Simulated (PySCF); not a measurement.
CH5FO2Si2, SMILES [Si@@H]1(F)O[SiH2]CO1.

Geometry: B3LYP-D3(BJ)/def2-SVP. The structure was generated by enumeration; whether it is a known compound was not checked. The values are those of a single conformer.

These are PySCF with CAM-B3LYP/def2-TZVP values and carry that method's errors.

Isolated molecule, no solvent.

Computed frontier levels, gap, dipole moment and polarisability:
The highest occupied level is -9.88 eV. The lowest empty level is 0.67 eV, the orbital gap is 10.55 eV and the dipole moment is 2.35 D. The quadrupole, principal values (traceless, Buckingham form, about the centre of nuclear charge) comes out as -4.38, -2.81, 7.19 D·Å. The mean static polarisability is 60.0 bohr³ (8.90 Å³) and the polarisability, principal values is 54.5, 57.3, 68.3 bohr³.
